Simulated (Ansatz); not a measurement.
System: C4H7Cl2, charge 0, multiplicity 2. It need not be the lowest isomer of its formula. 
Coordinates optimised at B3LYP-D3(BJ)/def2-TZVP (Ansatz, an electronic-structure program):
```
C
H 1 1.0935
H 1 1.0940 2 107.33
C 1 1.5147 2 109.27 3 -117.05
H 4 1.0858 1 111.75 2 -176.99
H 4 1.0865 5 109.74 1 123.53
C 1 1.5183 2 107.52 3 117.18
H 7 1.0862 1 111.44 2 72.70
C 7 1.4561 8 112.64 1 130.71
H 9 1.0800 7 120.29 8 31.66
H 9 1.0818 10 118.48 7 -168.33
Cl 4 1.8099 5 106.35 6 114.34
Cl 7 1.8968 8 101.69 9 114.14
```
Charge 0, spin multiplicity 2.

Total electronic energies in hartree. Correlated levels leave the core frozen unless marked. Open shells are spin-unrestricted. Spin-orbit coupling is left out. Non-relativistic. CBS marks a two-point X^-3 extrapolation of the correlation energy; Hartree-Fock from the larger set.

```
level                                        program  energy (Eh)
------------------------------------  --------------  -----------
HF/6-31G                                      Ansatz  -1074.37215
RI-HF/cc-pV(T+d)Z                             Ansatz  -1074.60304
B97M-V/def2-TZVPD                             Ansatz  -1076.83621
B3LYP-D4/def2-TZVPD                   Ansatz + dftd4          ___
PBE0/STO-3G                                   Ansatz  -1064.64162
PBE0/def2-SVP                                 Ansatz          ___
PBE0-D4/def2-TZVPD                    Ansatz + dftd4  -1076.58747
PBE0/def2-TZVPD                               Ansatz  -1076.57713
r2SCANh/def2-TZVPD                            Ansatz  -1076.90876
HSE06-D4/def2-TZVPD                   Ansatz + dftd4  -1076.56165
wB97M-V/def2-TZVPD                            Ansatz          ___
B2GP-PLYP-D4/def2-TZVPD               Ansatz + dftd4  -1076.53628
B2GP-PLYP/def2-TZVPD                          Ansatz  -1076.53107
CCSD(T)/cc-pVTZ                               Ansatz  -1075.75538
CCSD(T)/CBS(cc-pV(T+d)Z,cc-pV(Q+d)Z)          Ansatz   -1075.9088
```

Question: Fill in the missing entries.

Answer: 
- B3LYP-D4/def2-TZVPD, energy (Eh): -1077.12569
- PBE0/def2-SVP, energy (Eh): -1076.08877
- wB97M-V/def2-TZVPD, energy (Eh): -1076.94047
